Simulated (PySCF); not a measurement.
**Shapes and spin states of RuS(OH)₂**

Level of theory: PySCF, PBE, basis Ru def2-SVP with ECP28, S def2-SVP, O def2-SVP, H def2-SVP (scalar-relativistic core potentials, no spin–orbit coupling, density fitting).

Relaxations began from a few typed shapes and spin states; open shells are unrestricted. The search is not exhaustive: other isomers or separated fragments can lie lower, and high-lying points may rest on an excited occupation.

| spin | group | bonds | angles | imaginary modes (cm⁻¹) | ΔE (kJ/mol) | ΔE with ZPE (kJ/mol) |
| --- | --- | --- | --- | --- | --- | --- |
| triplet | C2 | O–H 0.980 Å (×2), Ru–O 1.857 Å (×2), Ru–S 2.088 Å | H–O–Ru 117.7° (×2), O–Ru–O 128.0°, O–Ru–S 116.0° (×2) | none | 0.0 | 0.0 |
| singlet | Cs | O–H 0.982 Å (×2), Ru–O 1.856 Å (×2), Ru–S 2.056 Å | H–O–Ru 114.0° (×2), O–Ru–O 115.3°, O–Ru–S 120.7° (×2) | none | 15.0 | 17.6 |
| triplet | Cs | O–H 0.976 Å, O–H 0.979 Å, Ru–O 1.857 Å, Ru–O 1.874 Å, Ru–S 2.071 Å | H–O–Ru 117.2°, H–O–Ru 124.0°, O–Ru–O 132.7°, O–Ru–S 113.0°, O–Ru–S 114.3° | 506i, 473i | 38.4 | – |
| quintet | C2v | O–H 0.978 Å (×2), Ru–O 1.913 Å (×2), Ru–S 2.128 Å | H–O–Ru 120.7° (×2), O–Ru–O 153.6°, O–Ru–S 103.2° (×2) | none | 51.6 | 50.9 |

The lowest minimum found is the triplet C2: O–H 0.980 Å (×2), Ru–O 1.857 Å (×2), Ru–S 2.088 Å; H–O–Ru 117.7° (×2), O–Ru–O 128.0°, O–Ru–S 116.0° (×2).

For the lowest minimum: with open d or f shells other occupations or spin states may lie lower.
